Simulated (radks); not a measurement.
N3+, 4 electrons, occupied as 1s1 2s2 3d1 (not the ground configuration).

Calculated with a radial shooting solver on a logarithmic mesh with Libxc functionals: non-relativistic Kohn-Sham, PBE, spin-unpolarised, spherical densities, point nucleus.

Energy parts (eV):
| part | energy |
|---|---|
| total | -921.053 |
| kinetic | 919.012 |
| electron-nucleus | -1976.929 |
| Hartree | 223.179 |
| exchange-correlation | -86.315 |

Orbitals (lengths in bohr, moments of r in powers of bohr; <r^-3> diverges for s and p1/2; r(max) is where P^2 peaks):
orbital  occ.  eigenvalue (eV)  r(max)   <1/r>   <r^-3>
1s          1        -529.1262  0.1439   6.904        -
2s          2         -85.3956  0.8329   1.486        -
2p          0         -76.6084  0.6854   1.455    8.889
3s          0         -27.4908   2.411  0.5459        -
3d          1         -21.4516   1.986  0.5024   0.2526
4d          0         -10.6254   5.081  0.2634  0.09593
4f          0          -9.7562   4.173  0.2410  0.02206

The highest occupied level is 3d at -21.452 eV. The configuration is held as typed, so some empty levels lie below it. The density falls to 0.001 e/bohr^3 at r = 3.54 bohr. The electron density at the nucleus is 126.4 e/bohr^3. Virial ratio -V/T = 2.00222. Summed over all electrons, <r^2> = 8.954 bohr^2, which gives a Langevin (diamagnetic) susceptibility term of -7.09 x 10^-6 cm^3/mol.
